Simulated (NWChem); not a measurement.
System: SrHSF; SMILES [F][Sr][SH]

Here is an NWChem input.

```
start job
memory heap 200 mb stack 900 mb global 1100 mb
geometry units angstroms noautosym nocenter noautoz
  Sr     0.120349     0.397185    -0.014854
  F     -1.191182     2.044925     0.016865
  S     -0.272732    -2.333652    -0.018162
  H      1.057110    -2.593981    -0.045418
end
basis spherical
  * library sadlej_pvtz
end
dft
  xc bhlyp
  iterations 150
end
property
  response 1 0.0
end
task dft property
```

Parts of the log:

```
             Northwest Computational Chemistry Package (NWChem) 7.3.0
             --------------------------------------------------------

                             Geometry "geometry" -> ""
                             -------------------------

 Output coordinates in angstroms (scale by  1.889725989 to convert to a.u.)

  No.       Tag          Charge          X              Y              Z
 ---- ---------------- ---------- -------------- -------------- --------------
    1 Sr                  38.0000     0.12034900     0.39718500    -0.01485400
    2 F                    9.0000    -1.19118200     2.04492500     0.01686500
    3 S                   16.0000    -0.27273200    -2.33365200    -0.01816200
    4 H                    1.0000     1.05711000    -2.59398100    -0.04541800

 Effective nuclear repulsion energy (a.u.)     233.1590059613

                              NWChem Property Module
                              ----------------------

                                 NWChem DFT Module
                                 -----------------

 Summary of "ao basis" -> "ao basis" (spherical)
 ------------------------------------------------------------------------------
       Tag                 Description            Shells   Functions and Types
 ---------------- ------------------------------  ------  ---------------------
 Sr                       sadlej pvtz               24       58   11s9p4d
 F                        sadlej pvtz               10       24   5s3p2d
 S                        sadlej pvtz               14       32   7s5p2d
 H                        sadlej pvtz                5        9   3s2p

            General Information
            -------------------
          SCF calculation type: DFT
          Wavefunction type:  closed shell.
          No. of atoms     :     4
          No. of electrons :    64
           Alpha electrons :    32
            Beta electrons :    32
          Charge           :     0
          Spin multiplicity:     1
          Use of symmetry is: off; symmetry adaption is: off
          Maximum number of iterations: 150
          AO basis - number of functions:   123
                     number of shells:    53
          Convergence on energy requested:  1.00D-06
          Convergence on density requested:  1.00D-05
          Convergence on gradient requested:  5.00D-04

              XC Information
              --------------
                        BHLYP Method XC Functional
                     Hartree-Fock (Exact) Exchange  0.500
                        Slater Exchange Functional  0.500 local
                    Becke 1988 Exchange Functional  0.500 non-local
              Lee-Yang-Parr Correlation Functional  1.000

             Grid Information
             ----------------
          Grid used for XC integration:  medium
          Radial quadrature: Mura-Knowles
          Angular quadrature: Lebedev.
          Tag              B.-S. Rad. Rad. Pts. Rad. Cut. Ang. Pts.
          ---              ---------- --------- --------- ---------
          Sr                  2.00      123          24.0       590
          F                   0.50       49          16.0       434
          S                   1.00       88          17.0       590
          H                   0.35       45          18.0       434
          Grid pruning is: on
          Number of quadrature shells:   305
          Spatial weights used:  Erf1

      Superposition of Atomic Density Guess
      -------------------------------------

 Sum of atomic energies:       -3628.86610025

      Non-variational initial energy
      ------------------------------

 Total energy =   -3628.880430
 1-e energy   =   -5491.947351
 2-e energy   =    1629.907915
 HOMO         =      -0.337934
 LUMO         =      -0.119826

   convergence    iter        energy       DeltaE   RMS-Dens  Diis-err
 ---------------- ----- ----------------- --------- --------- ---------
 d= 0,ls=0.0,diis     1  -3631.9919259530 -3.87D+03  1.18D-02  1.85D+00
 d= 0,ls=0.0,diis     2  -3631.9086411672  8.33D-02  6.96D-03  2.23D+00
 d= 0,ls=0.0,diis     3  -3632.1020283745 -1.93D-01  1.42D-03  9.38D-02
 d= 0,ls=0.0,diis     4  -3632.1098484719 -7.82D-03  4.43D-04  4.13D-03
 d= 0,ls=0.0,diis     5  -3632.1104132349 -5.65D-04  1.67D-04  9.86D-05
  Resetting Diis
 d= 0,ls=0.0,diis     6  -3632.1104388999 -2.57D-05  7.40D-05  1.09D-05
 d= 0,ls=0.0,diis     7  -3632.1104421037 -3.20D-06  2.42D-05  5.25D-07
 d= 0,ls=0.0,diis     8  -3632.1104424395 -3.36D-07  6.20D-06  1.99D-07

         Total DFT energy =    -3632.110442439465
      One electron energy =    -5498.114551357360
           Coulomb energy =     1773.344010459835
    Exchange-Corr. energy =     -140.498907503223
 Nuclear repulsion energy =      233.159005961283

 Numeric. integr. density =       63.999995400132

                       DFT Final Molecular Orbital Analysis
                       ------------------------------------

 Vector   30  Occ=2.000000D+00  E=-4.030421D-01
              MO Center= -6.8D-02, -2.1D+00, -2.1D-02, r^2= 2.5D+00
   Bfn.  Coefficient  Atom+Function         Bfn.  Coefficient  Atom+Function
  ----- ------------  ---------------      ----- ------------  ---------------
   115      0.410172  4 H  s                 88     -0.292365  3 S  s
    96      0.293059  3 S  px                93      0.202525  3 S  px
    87     -0.198030  3 S  s                 99      0.195083  3 S  px
    90     -0.190671  3 S  px                65      0.134749  2 F  py
    86      0.123878  3 S  s                 97     -0.092788  3 S  py

 Vector   31  Occ=2.000000D+00  E=-2.774671D-01
              MO Center= -2.2D-01, -2.2D+00, -1.9D-02, r^2= 2.1D+00
   Bfn.  Coefficient  Atom+Function         Bfn.  Coefficient  Atom+Function
  ----- ------------  ---------------      ----- ------------  ---------------
    97      0.442423  3 S  py               100      0.409910  3 S  py
    94      0.250870  3 S  py                91     -0.236639  3 S  py
    22      0.145233  1 Sr py                 7     -0.120263  1 Sr s
    96      0.112327  3 S  px               103      0.110693  3 S  py
    89      0.088179  3 S  s                 53     -0.085892  1 Sr d  2

 Vector   32  Occ=2.000000D+00  E=-2.608165D-01
              MO Center= -2.1D-01, -2.2D+00, -1.9D-02, r^2= 1.9D+00
   Bfn.  Coefficient  Atom+Function         Bfn.  Coefficient  Atom+Function
  ----- ------------  ---------------      ----- ------------  ---------------
    98      0.453645  3 S  pz               101      0.382442  3 S  pz
    95      0.264340  3 S  pz                92     -0.245242  3 S  pz
   104      0.087632  3 S  pz                50     -0.073673  1 Sr d -1
   111      0.061987  3 S  d -1              23     -0.050730  1 Sr pz
    29      0.032320  1 Sr pz               120      0.030200  4 H  pz

 Vector   33  Occ=0.000000D+00  E=-5.853585D-02
              MO Center=  1.4D+00,  6.7D-01, -3.8D-02, r^2= 7.1D+00
   Bfn.  Coefficient  Atom+Function         Bfn.  Coefficient  Atom+Function
  ----- ------------  ---------------      ----- ------------  ---------------
     9      0.902355  1 Sr s                 10      0.366737  1 Sr s
     8     -0.329326  1 Sr s                 30      0.302992  1 Sr px
    89     -0.297558  3 S  s                100     -0.181289  3 S  py
     7     -0.176370  1 Sr s                 63     -0.174394  2 F  s
    11      0.127778  1 Sr s                  5      0.115545  1 Sr s

 Vector   34  Occ=0.000000D+00  E=-6.264538D-03
              MO Center=  1.3D+00,  6.9D-01, -3.6D-02, r^2= 2.4D+01
   Bfn.  Coefficient  Atom+Function         Bfn.  Coefficient  Atom+Function
  ----- ------------  ---------------      ----- ------------  ---------------
    32      0.453766  1 Sr pz                35      0.360379  1 Sr pz
    57     -0.326055  1 Sr d  1              38      0.293131  1 Sr pz
    29      0.167961  1 Sr pz                52     -0.139456  1 Sr d  1
   104     -0.123150  3 S  pz                23     -0.104273  1 Sr pz
    26     -0.092811  1 Sr pz               101     -0.091864  3 S  pz

 Vector   35  Occ=0.000000D+00  E= 6.169985D-05
              MO Center=  1.9D+00,  4.8D-01, -4.8D-02, r^2= 4.0D+01
   Bfn.  Coefficient  Atom+Function         Bfn.  Coefficient  Atom+Function
  ----- ------------  ---------------      ----- ------------  ---------------
    36      0.595861  1 Sr px                10     -0.540516  1 Sr s
    11      0.525032  1 Sr s                  9     -0.486969  1 Sr s
    89      0.366472  3 S  s                 56     -0.293944  1 Sr d  0
    33      0.229155  1 Sr px               117     -0.205519  4 H  s
    30      0.192736  1 Sr px                63      0.173071  2 F  s

     Multipole analysis of the density
     ---------------------------------

     L   x y z        total         alpha         beta         nuclear
     -   - - -        -----         -----         ----         -------
     0   0 0 0     -0.000000    -32.000000    -32.000000     64.000000

     1   1 0 0      2.371538     10.118483     10.118483    -17.865428
     1   0 1 0      1.242921      6.701708      6.701708    -12.160496
     1   0 0 1     -0.040669      0.687063      0.687063     -1.414794

[...]

 DFT Linear Response polarizability / au
 Frequency  =       0.0000000 / au
              X              Y              Z
 -----------------------------------------------
 X      45.8839097     -1.1382565      0.0586819
 Y      -1.1382394     65.5934723      0.0875743
 Z       0.0586821      0.0875746     49.0463172
 -----------------------------------------------
 Eigenvalues =      45.8171380     65.6594158     49.0471453
 Isotropic   =      53.5078997
 Anisotropic =      18.4406679
 -----------------------------------------------

 Magnetic Dipole Response Matrix (nonzero elements):

 Exiting AOResponse driver routine
```

Level: BHandHLYP/Sadlej pVTZ, non-relativistic. Coordinates come from a PBE0/def2-SVP (def2 core potentials past Kr) optimisation.
